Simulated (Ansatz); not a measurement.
CH3S (SMILES [CH2]S), doublet, geometry from GFN2-xTB; BLYP/6-311G** (Ansatz, an electronic-structure program).

Input for Ansatz:
Ansatz 0.2 input:
```yaml
crystal:
  periodic: [false, false, false]
  atoms:
    - {symbol: C, position_ang: [0.08133729, 1.12203680, -0.12550724]}
    - {symbol: S, position_ang: [-0.07291609, -0.56203814, 0.13309778]}
    - {symbol: H, position_ang: [0.80181200, -0.95782336, -0.79481219]}
    - {symbol: H, position_ang: [-0.53276719, 1.73924269, 0.49787221]}
    - {symbol: H, position_ang: [0.40958879, 1.47897019, -1.07958105]}
basis:
  gaussian:
    orbitals: 6-311G__.json
hamiltonian:
  xc: blyp
magnetization: {spin_polarized: true, initial_magnetization: 1}
accuracy: high
```
The basis file holds 6-311G** in the JSON format of the Basis Set Exchange.

Output, abridged:

```
Functional definition: BLYP
1168 factors; integrals over basis functions are off by at most 4.5e-9 eV
mean field evaluation 1: about -11910.5477 eV, gradient 4.2e1 eV
mean field evaluation 2: about -11879.1973 eV, gradient 7.1e1 eV
mean field evaluation 4: about -11919.2968 eV, gradient 6.1e0 eV
mean field evaluation 8: about -11919.4791 eV, gradient 1.8e-1 eV
mean field evaluation 16: about -11919.4793 eV, gradient 6.4e-5 eV
mean field -11919.47934671 eV, -438.0327866783 hartree, gradient 8.0e-9 eV, S^2 0.752625; 0 other end points of the search recorded, 0 dependent functions left out
reference -11919.47939092 eV, -438.0327883028 hartree; 13, 12 occupied and 50, 51 virtual orbitals, 1168 factors
Total energy: -11919.47939092 eV, -438.0327883028 hartree
```
